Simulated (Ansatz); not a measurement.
Harmonic frequencies (cm⁻¹) at PBE0-D4/def2-TZVP from Ansatz: 60, 268, 338, 421, 506, 659, 740, 847, 956, 1035, 1047, 1186, 1250, 1341, 1758, 2593, 2710, 3526.

Each molecule was computed in one conformer, which needn't be the lowest.

(1) Which molecule is it?
A. `N=CB(O)Cl`
B. `BOC(=N)Cl`
C. `ClB1NCO1`
D. `BC1[SiH2]S1`

## Answers

(1) B.
